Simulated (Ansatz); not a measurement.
**Reading a saddle point**

A first-order saddle point of Si2H7Cl3O, closed shell, PBE0-D4/def2-TZVP, with one imaginary mode of 1054i cm⁻¹:

| atom | x (Å) | y (Å) | z (Å) |
| --- | --- | --- | --- |
| Si1 | -1.3768 | -0.1786 | -0.0686 |
| Si2 | 0.7953 | 0.4289 | -1.1795 |
| Cl3 | -1.4501 | -1.5208 | -1.7449 |
| Cl4 | -2.9058 | 1.0499 | -0.6672 |
| H5 | -1.6581 | -1.1786 | 0.9720 |
| H6 | 0.5410 | -0.0509 | 1.9932 |
| Cl7 | -0.7967 | 1.3409 | 1.6237 |
| H8 | 0.5981 | -0.4964 | 0.4052 |
| O9 | 1.0559 | -0.7985 | 1.5517 |
| H10 | 1.8176 | 1.2570 | -0.4762 |
| H11 | -0.0659 | 1.3255 | -1.9875 |
| H12 | 1.4522 | -0.6153 | -1.9974 |
| H13 | 1.9932 | -0.5629 | 1.5754 |

Computed with Ansatz 0.2.0 (basis: def2-TZVPP and def2-QZVPP); correlated methods freeze the cores. Extrapolation: Hartree–Fock as exp(−7.88 √X), correlation as X^−2.97.

(1) Which contacts change along the imaginary mode, and what lies on either side? (Judge from chemistry; the calculation decides.)

(2) Which side is lower, and how far does the saddle lie above each? (To be estimated.)

The T1 diagnostic stays at or below 0.012.

Results:

(1) The calculation gives: The step is Si₂H₄Cl₂ ([SiH3][SiH]([Cl])[Cl]) + HCl + H₂O → SiHCl₃ ([Cl][SiH]([Cl])[Cl]) + SiH₄ + H₂O, with the molecules in contact on both sides. Shortening one way: Si1–Cl7, Si2–H8, H6–O9; lengthening the same way: Si1–Si2, H6–Cl7, H8–O9.
```tsv
pair	one side (Å)	saddle (Å)	other side (Å)
Si1–Cl7	3.87	2.35	2.04
Si2–H8	4.02	1.85	1.49
H6–O9	1.83	1.01	0.96
Si1–Si2	2.34	2.51	4.80
H6–Cl7	1.30	1.97	3.07
H8–O9	0.96	1.27	3.01
```

(2) Computed: The side with Si1–Cl7, Si2–H8, H6–O9 short is lower by 83.1 kJ/mol; the saddle lies 274.1 kJ/mol above it and 191.0 kJ/mol above the other (CCSD(T) at an estimated basis limit (MP2 extrapolated from triple and quadruple zeta, plus CCSD(T) − MP2 in triple zeta); electronic energies).

Labels in which every atom is bracketed show which atoms are joined, not bond orders.

For scale, one of the runs: CCSD(T)/def2-TZVPP, 339 basis functions, launched by `ansatz run in.yaml --threads 4 --pin off --events-out ev --progress --plain --max-ram 66560MiB --backend cuda --devices 0, --max-vram 37GiB`. The run took 15 s on 4 CPU threads of an AMD EPYC 7R13 and a share of one NVIDIA H100 (shared host), with 0.87 GiB of host memory at its peak.
